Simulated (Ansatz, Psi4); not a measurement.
# Worked example: vertical ionisation energy of TaF5 (tantalum pentafluoride)

TaF5: 6 atoms, total charge 0, spin state singlet. SMILES: `F[Ta](F)(F)(F)F`. The coordinates come from a PBE0-D4/def2-TZVP relaxation.

```xyz
6

F    -1.0302   -1.2898    0.8906
Ta    0.0001   -0.0001    0.0000
F     1.5422   -0.8618    0.5357
F    -0.8062   -0.4581   -1.5962
F     1.0301    1.2900   -0.8904
F    -0.7360    1.3197    1.0602
```

Both states at this one shape; open shells run unrestricted unless said. 1 Eh = 27.2114 eV.

| level | program | singlet TaF5 (Eh) | doublet [TaF5]+ (Eh) |
| --- | --- | --- | --- |
| HF/def2-SVP (core potential) | Ansatz | -553.498458 | -552.965666 |
| B3LYP/def2-SVP (core potential) | Ansatz | -556.205931 | -555.673576 |
| MP2/def2-SVP (core potential), 5 core orbitals frozen | Psi4 | -554.724330 | -554.148551 |

Work out the vertical ionisation energy at each level.


1. HF/def2-SVP (core potential): -552.965666 − (-553.498458) = 0.532792 Eh = 14.50 eV.
2. B3LYP/def2-SVP (core potential): -555.673576 − (-556.205931) = 0.532355 Eh = 14.49 eV.
3. MP2/def2-SVP (core potential): -554.148551 − (-554.724330) = 0.575779 Eh = 15.67 eV.

No measured value is set beside it here; the levels span 14.49 to 15.67 eV. Spin-orbit coupling is left out. The reference of the second state is spin-contaminated at MP2/def2-SVP (core potential) (⟨S²⟩ = 0.85).
